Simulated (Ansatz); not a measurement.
`B[SiH]([SiH3])O[SiH3]`, relaxed with RKS PBE-D4/def2-SVP in Ansatz 0.2.0 from a rough embedded geometry. The force threshold is 0.03 eV/Å; the program also tests the step.

Total charge 0; spin multiplicity 1.

Start:

```xyz
14

B     1.447    0.237    1.927
Si    0.135   -0.011    0.610
Si    0.876   -1.544   -0.801
O    -0.123    1.422   -0.282
Si   -1.716    1.399   -0.904
H     1.333    1.048    2.824
H     2.505   -0.368    1.902
H    -1.065   -0.515    1.258
H     1.155   -2.852   -0.054
H     2.093   -1.118   -1.454
H    -0.164   -1.840   -1.815
H    -1.981    2.593   -1.646
H    -1.792    0.280   -1.782
H    -2.702    1.269    0.217
```

| step | energy (eV) | largest force (eV/Å) | largest move (Å) |
| --- | --- | --- | --- |
| 1 | -26476.8087 | 2.089 | 0.000 |
| 2 | -26477.4126 | 0.886 | 0.195 |
| 3 | -26477.5437 | 0.457 | 0.200 |
| 4 | -26477.6088 | 0.428 | 0.195 |
| 5 | -26477.6941 | 0.285 | 0.200 |
| 6 | -26477.7332 | 0.296 | 0.200 |
| 7 | -26477.7506 | 0.092 | 0.200 |
| 8 (rejected) | -26477.7449 | 0.449 | 0.195 |
| 9 | -26477.7595 | 0.052 | 0.098 |
| 10 | -26477.7653 | 0.081 | 0.100 |
| 11 | -26477.7678 | 0.237 | 0.149 |
| 12 | -26477.7724 | 0.082 | 0.168 |
| 13 (rejected) | -26477.7711 | 0.199 | 0.061 |
| 14 | -26477.7748 | 0.044 | 0.030 |
| 15 | -26477.7754 | 0.057 | 0.072 |
| 16 (rejected) | -26477.7750 | 0.113 | 0.043 |
| 17 | -26477.7762 | 0.023 | 0.021 |
| 18 | -26477.7766 | 0.017 | 0.044 |
| 19 | -26477.7768 | 0.023 | 0.030 |
| 20 | -26477.7772 | 0.059 | 0.073 |
| 21 | -26477.7775 | 0.050 | 0.010 |
| 22 | -26477.7782 | 0.031 | 0.078 |
| 23 | -26477.7783 | 0.064 | 0.104 |
| 24 | -26477.7788 | 0.039 | 0.017 |
| 25 | -26477.7789 | 0.029 | 0.016 |

End:

```xyz
14

B     1.672    0.303    1.938
Si    0.063   -0.135    0.867
Si    0.937   -1.633   -0.770
O    -0.651    1.177    0.084
Si   -1.917    1.498   -0.965
H     2.277    1.352    1.838
H     2.150   -0.578    2.630
H    -0.988   -0.920    1.619
H     1.389   -2.913   -0.117
H     2.102   -1.019   -1.500
H    -0.140   -1.947   -1.777
H    -1.903    2.970   -1.265
H    -1.755    0.720   -2.247
H    -3.236    1.125   -0.335
```

It took 37 s on 4 threads of an Intel Xeon Platinum 8375C on a shared host, with 0.2 GiB of host memory at the peak.
